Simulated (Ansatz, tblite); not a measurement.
Forces on Ag₂Te at its r2SCAN-D4/def2-TZVP geometry. Charge 0, multiplicity 1.

In the def2 sets Ag, Te take a core potential; there is no spin–orbit coupling. The xTB rows come from tblite. The structure comes from a short search, and lower isomers may exist.

GFN1-xTB (tblite), largest force 0.25 eV/Å:

```xyz
3
positions Å, forces eV/Å
Ag    0.360   -1.436   -0.618   -0.135    0.210    0.023
Ag   -1.223    0.958   -0.400    0.143   -0.208   -0.014
Te    0.863    0.478    1.018   -0.008   -0.003   -0.008
```

GFN2-xTB (tblite), largest force 0.61 eV/Å:

```
Ag -0.258 0.005 -0.210
Ag -0.113 -0.211 -0.229
Te 0.371 0.206 0.438
```

PBE-D4/def2-TZVP (Ansatz), largest force 0.25 eV/Å:

```
Ag 0.033 -0.210 -0.106
Ag -0.187 0.124 -0.075
Te 0.153 0.086 0.182
```
